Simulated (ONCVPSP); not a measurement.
What the settings do to the ONCV potential of Li

Base potential:

ONCVPSP 4.0.1 input, shortened (lines: element, Z, core and valence counts, functional; n l f; lmax; l rc ep ncon nbas qcut; lloc lpopt rc5 dvloc0; l nproj debl; icmod fcfact rcfact), PBE, scalar-relativistic:

```
  Li 3.00    0    2        4      upf
    1    0    2.00
    2    0    0.50
    1
    0    1.10    0.00    5    9   11.10
    1    1.10    0.44    4    9    9.10
    4    5    0.95    3.00
    0    2    0.70
    1    2    1.00
    0    0.00    0.00
```

Cutoffs, loose and tight: the cutoffs (Ha) at which the residual kinetic energy of the hardest occupied pseudo-wave falls to 1 and 0.1 mHa per electron. They do not see the model core or the augmentation charge, which bear on the density cutoff. Test errors are all-electron minus pseudo excitation energies from the reference, over the configurations 1s2 2s1; 1s2 2s0; 1s2 2s0 2p1; 1s1 2s1. A dash means not determined; rows that change the core or the reference have their own tests.

| change | outcome | cutoff, loose | cutoff, tight | bound ghosts | GHOST(+) flags above zero | largest test error (meV) |
| --- | --- | --- | --- | --- | --- | --- |
| base | generated | 46 Ha | 55 Ha | none | none | +615 |
| p: qcut 11.7 | generated | 46 Ha | 55 Ha | none | none | +615 |
| s: nproj 3 | generated | 46 Ha | 55 Ha | none | none | +620 |
| local potential polynomial inside 0.85 bohr (lpopt 5, dvloc0 0 Ha) | generated | 46 Ha | 55 Ha | none | none | +618 |
| local potential polynomial inside 0.95 bohr (lpopt 5, dvloc0 7 Ha) | generated | 46 Ha | 55 Ha | none | none | +615 |
| s: rc 1.02 | generated | 50 Ha | 59 Ha | none | none | +517 |
| all radii scaled by about 1.05 (s 1.16, p 1.16 bohr); local potential polynomial inside 1.00 bohr (lpopt 5, dvloc0 3 Ha) | generated | 44 Ha | 52 Ha | none | none | +688 |
| functional PBEsol | generated | 46 Ha | 55 Ha | none | none | +593 |
| reference 1s2 2s1 | generated | 46 Ha | 55 Ha | none | none | +623 |
| s: rc 1.16 | generated | 44 Ha | 52 Ha | none | none | +691 |

Question: What comes out with this change to the base: s: qcut 7.1; p: qcut 5.8?

Answer: outcome: generated; cutoff, loose: 152 Ha; cutoff, tight: 187 Ha; bound ghosts: none; GHOST(+) flags above zero: none; largest test error (meV): +1140.

Question: What comes out with this change to the base: s: ncon 3, nbas 7?

Answer: outcome: generated; cutoff, loose: 41 Ha; cutoff, tight: 49 Ha; bound ghosts: none; GHOST(+) flags above zero: none; largest test error (meV): +808.

Question: What comes out with this change to the base: core [He], valence charge 1; reference 2s0.75; waves now 2s: rc 3.10 bohr, ncon 4, nbas 7, qcut 2.5 1/bohr, 2 projectors, debl 3.5 Ha; p scattering state at 0.08 Ha: rc 2.70 bohr, ncon 3, nbas 7, qcut 3 1/bohr, 1 projector; local potential polynomial inside 2.60 bohr (lpopt 5, dvloc0 3 Ha); core correction Teter function, fcfact 5.25, rcfact 1.2?

Answer: outcome: generated, projector energies reset by the program; cutoff, loose: 1.8 Ha; cutoff, tight: 2.8 Ha; bound ghosts: none; GHOST(+) flags above zero: none; largest test error (meV): +2.6 over the solved tests; 1 of 3 tests not solved or not reliable.
